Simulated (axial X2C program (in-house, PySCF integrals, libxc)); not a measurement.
# BTe⁻: from the spin-free to the two-component result

Computed with an in-house relativistic program for diatomic molecules. Spin-free means the one-electron spin-free X2C Hamiltonian; two-component (2c) means X2C with spin–orbit coupling and atomic mean-field two-electron Coulomb and Gaunt terms, so the difference of the two also holds small scalar two-electron terms. Basis: Te dyall-acv3z [12s13p9d5f1g], B dyall-av3z [8s7p3d2f] (cores contracted in-house); Gaussian nuclei, density fitting, unrestricted open shells. Masses: Te 129.906 u, B 11.009 u.

Spin-free state: M_S = 0, Λ = 0 (closed shell); fragments Te- + B.

| level | Re (Å) | ωe (cm⁻¹) | De (eV) | μ (D) |
| --- | --- | --- | --- | --- |
| PBE0 | 2.065 | 667.2 | 4.231 | -4.84 |
| HF | 2.079 | 673.9 | 2.539 | -4.27 |
| MP2 | 2.061 | 684.6 | 4.267 | n/a |
| CCSD | 2.075 | 668.1 | 3.900 | n/a |
| CCSD(T) | 2.081 | 658.5 | 4.126 | n/a |
| PBE50 | 2.053 | 690.5 | 4.006 | -4.73 |

Correlated methods: 10 electrons correlated (number of frozen shells: Te 4 s, 3 p, 2 d; B 1 s), 288 virtual spin orbitals or spinors in MP2, 88 natural virtuals in coupled cluster.

Dipoles are positive if B is the positive end and refer to the centre of mass.

Two-component determinant lowest at the distance of the search:

Ω = 0 (closed shell); fragments Te- + B.

```json
{"level": "PBE0", "Re (Å)": "2.067", "ωe (cm⁻¹)": "663.7", "De (eV)": "4.074", "μ (D)": "-4.86"}
{"level": "HF", "Re (Å)": "2.081", "ωe (cm⁻¹)": "670.2", "De (eV)": "2.344", "μ (D)": "-4.30"}
{"level": "MP2", "Re (Å)": "2.062", "ωe (cm⁻¹)": "681.5", "De (eV)": "4.084", "μ (D)": "n/a"}
{"level": "CCSD", "Re (Å)": "2.077", "ωe (cm⁻¹)": "664.5", "De (eV)": "3.711", "μ (D)": "n/a"}
{"level": "CCSD(T)", "Re (Å)": "2.082", "ωe (cm⁻¹)": "655.2", "De (eV)": "3.938", "μ (D)": "n/a"}
{"level": "PBE50", "Re (Å)": "2.055", "ωe (cm⁻¹)": "687.1", "De (eV)": "n/a", "μ (D)": "-4.76"}
```

(1) From the two tables, how do the constants change at the CCSD(T) level (2c against spin-free)?

The state is one determinant whose occupation by symmetry is held fixed; it was picked as the lowest of a PBE0 search that is not exhaustive. The closed shell is kept restricted, so the energy runs too high when the bond is stretched far. De is counted from the lowest determinant-based energies of the atoms at the same level, without counterpoise correction. De is not given where an atomic determinant may have missed its ground term or J level, or where the truncated virtual space spoils (T). Coupled cluster ran in a truncated set of natural virtual spinors; the MP2 energy of the rest was added. (T) has no such correction and the atoms are truncated less, which lowers De at CCSD(T) by a hundredth of an eV or more. In 2c an atomic determinant is not the ground J level, so De misses part of the atomic spin–orbit lowering. This holds for PBE0. Without a current term, density functionals place determinants with orbital angular momentum somewhat too high. The T1 diagnostic is large, a sign of multireference character. With the outer-core shells frozen, correlated bond lengths of heavy atoms tend to come out a few hundredths of an ångström too long. Hartree–Fock gets electron affinities wrong, so its lowest charge split need not be the true one.

## Answers

(1) At the CCSD(T) level Re increases by 0.001 Å and ωe falls by 3.3 cm⁻¹; De changes by -0.188 eV.
